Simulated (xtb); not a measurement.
CrO3, charge -1, doublet, from a rough starting geometry (GFN-xTB shapes and energies of metal compounds can be far from the true ones) (the multiplicity is a formal guess); GFN2-xTB (xtb).

The xtb input:
```
$ xtb mol.xyz --gfn 2 --chrg -1 --uhf 1 --opt vtight --json

# file mol.xyz
4

Cr    -0.02276435    -0.02724079    -0.00301904
O     -1.06917038    -1.12948189    -0.11716171
O     -0.05398303     1.29479890    -0.95770990
O      1.11062834    -0.12646060     1.05205731
```

**Question.** Predict the main parts of the log of this xtb run.

**Answer.** 
```
   ID    Z sym.   atoms
    1   24 Cr     1
    2    8 O      2-4

           -------------------------------------------------
          |                Calculation Setup                |
           -------------------------------------------------

           -------------------------------------------------
          |                 G F N 2 - x T B                 |
           -------------------------------------------------

          ...................................................
          :                      SETUP                      :
          :.................................................:
          :  # basis functions                  22          :
          :  # atomic orbitals                  21          :
          :  # shells                            9          :
          :  # electrons                        25          :
          :  max. iterations                   250          :
          :  Hamiltonian                  GFN2-xTB          :
          :  restarted?                      false          :
          :  GBSA solvation                  false          :
          :  PC potential                    false          :
          :  electronic temp.          300.0000000     K    :
          :  accuracy                    1.0000000          :
          :  -> integral cutoff          0.2500000E+02      :
          :  -> integral neglect         0.1000000E-07      :
          :  -> SCF convergence          0.1000000E-05 Eh   :
          :  -> wf. convergence          0.1000000E-03 e    :
          :  Broyden damping             0.4000000          :
          :  net charge                         -1          :
          :  unpaired electrons                  1          :
          ...................................................

 iter      E             dE          RMSdq      gap      omega  full diag
   1    -10.5228375 -0.105228E+02  0.262E+01    1.61       0.0  T
   2    -10.8387939 -0.315956E+00  0.332E+01    2.41       1.0  T
   3    -12.6124060 -0.177361E+01  0.195E+01    1.57       1.0  T
   4    -14.4138505 -0.180144E+01  0.104E+01    2.07       1.0  T
   5    -12.6397542  0.177410E+01  0.208E+01    2.00       1.0  T
   6    -14.1033442 -0.146359E+01  0.205E+01    2.86       1.0  T
   7    -14.0893095  0.140347E-01  0.202E+01    2.85       1.0  T
   8    -14.2363123 -0.147003E+00  0.175E+01    2.96       1.0  T
   9    -14.5296266 -0.293314E+00  0.176E+00    2.77       1.0  T
[...]
         :: total energy             -14.459615176709 Eh    ::
 * total energy  :   -14.4596152 Eh     change       -0.5542233E-11 Eh
 * total energy  :   -14.4622477 Eh     change       -0.2632544E-02 Eh
 * total energy  :   -14.4636247 Eh     change       -0.1376963E-02 Eh
 * total energy  :   -14.4636461 Eh     change       -0.2137776E-04 Eh
 * total energy  :   -14.4636691 Eh     change       -0.2306381E-04 Eh
 * total energy  :   -14.4636716 Eh     change       -0.2491040E-05 Eh
 * total energy  :   -14.4636721 Eh     change       -0.4684205E-06 Eh
 * total energy  :   -14.4636722 Eh     change       -0.1025496E-06 Eh
 * total energy  :   -14.4636722 Eh     change       -0.3479170E-07 Eh
   *** GEOMETRY OPTIMIZATION CONVERGED AFTER 9 ITERATIONS ***
         :: total energy             -14.463672222523 Eh    ::
[...]
        20                          0.8043327              21.8870
        21                          0.8044117              21.8892
      -------------------------------------------------------------
                  HL-Gap            0.1098211 Eh            2.9884 eV
             Fermi-level           -0.1802813 Eh           -4.9057 eV

     #   Z          covCN         q      C6AA      α(0)
     1  24 Cr       2.224     0.675   152.918    31.991
     2   8 O        0.741    -0.558    25.180     6.725
     3   8 O        0.741    -0.558    25.179     6.725
     4   8 O        0.741    -0.558    25.180     6.725

 Mol. C6AA /au·bohr⁶  :        695.583711
 Mol. C8AA /au·bohr⁸  :      32325.213482
 Mol. α(0) /au        :         52.164846

Wiberg/Mayer (AO) data.
largest (>0.10) Wiberg bond orders for each atom

 ---------------------------------------------------------------------------
     #   Z sym  total        # sym  WBO       # sym  WBO       # sym  WBO
 ---------------------------------------------------------------------------
     1  24 Cr   6.029 --     3 O    2.010     2 O    2.010     4 O    2.010
     2   8 O    2.225 --     1 Cr   2.010     3 O    0.108     4 O    0.108
     3   8 O    2.225 --     1 Cr   2.010     2 O    0.108     4 O    0.108
     4   8 O    2.225 --     1 Cr   2.010     3 O    0.108     2 O    0.108
 ---------------------------------------------------------------------------

Topologies differ in total number of bonds
Writing topology from bond orders to xtbtopo.mol

molecular dipole:
                 x           y           z       tot (Debye)
 q only:        0.022      -0.010       0.006
   full:        0.026      -0.013       0.001       0.075
molecular quadrupole (traceless):
                xx          xy          yy          xz          yz          zz
 q only:       -0.023      -2.987      -1.256      -4.271       3.477       1.279
  q+dip:       -0.022      -2.805      -1.179      -4.011       3.265       1.201
   full:       -0.025      -3.234      -1.360      -4.624       3.764       1.385

optimized geometry written to: xtbopt.xyz

           -------------------------------------------------
          | TOTAL ENERGY              -14.463672222523 Eh   |
          | GRADIENT NORM               0.000704652502 Eh/α |
          | HOMO-LUMO GAP               2.988384921994 eV   |
           -------------------------------------------------

normal termination of xtb
```
